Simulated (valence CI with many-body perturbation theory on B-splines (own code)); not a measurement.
The numbers below are computed, except where a source is named.
Sensitivity of CI+MBPT for Er²⁸⁺

Level of theory: relativistic CI+MBPT: four valence electrons over a frozen Dirac-Fock core [Kr], radial functions for each j: 6 s, 6 p, 5 d, 5 f, 1 g, with the one-electron correlation potential Σ1 (screened to all orders), the two-electron term Σ2, the three-electron term Σ3, Breit, model QED; selected single and double excitations, second order for the rest, scaled by the run's own slope (own B-spline code, finite nucleus).

The last digits are not significant, and no measured levels were compared; by estimate large intervals hold to a few tenths of a per cent, small ones and those within an open d or f shell to about a per cent. Only levels of the ground parity were solved; by the run's estimate the other parity begins above the list, which can be wrong where configurations are misplaced.

The reference run has the lowest level (4d3/2^4) J=0 and an ionisation energy of 1047.67 eV. Its largest variational space holds 8836 state functions.

Levels are named by their leading jj configuration (3d3/2^4 stands for four electrons in 3d with j = 3/2), which in mixed levels can hold well under half, so a name can repeat and another be missing. Letters in brackets count levels of one name in rising energy.

Changed runs:
A. correlating orbitals by l 3 3 3 3 1 → 4 4 1 4 1; Breit term on → off; QED terms on → off
B. selection threshold (hartree) 2e-08 → 1e-05; averaging of valence orbitals over low configurations on → off
C. Breit term on → off
D. correlating orbitals by l 3 3 3 3 1 → 2 2 1 1 0; natural orbitals for correlation on → off (bad on purpose)

Excitation energies of the reference run in cm⁻¹, and shifts in cm⁻¹:

```tsv
Level	Reference	A	B	C	D
(4d3/2^3 4d5/2) J=1	64660	+1727	+24	+2007	-524
(4d3/2^3 4d5/2) J=2	95189	+2331	+43	+2646	-249
(4d3/2^3 4d5/2) J=4	99368	+2428	+43	+2653	+181
(4d3/2^3 4d5/2) J=3	106728	+2383	+46	+2662	+56
(4d3/2^2 4d5/2^2) J=0	155965	+3264	+18	+3763	-331
(4d3/2^2 4d5/2^2) J=4 [a]	163099	+4018	+31	+4521	-312
(4d3/2^2 4d5/2^2) J=2 [a]	165121	+3189	+21	+3617	+382
(4d3/2^2 4d5/2^2) J=3 [a]	168293	+3605	+57	+4080	-1.9
(4d3/2^2 4d5/2^2) J=5	181157	+4293	+32	+4753	+161
(4d3/2^2 4d5/2^2) J=1	187852	+3640	+13	+4128	+430
(4d3/2^2 4d5/2^2) J=6	190536	+4767	+32	+5213	+315
(4d3/2^2 4d5/2^2) J=4 [b]	201491	+4264	+21	+4716	+539
Ionisation energy (eV)	1047.67	+0.50	+0.0084	+0.58	-0.14
```
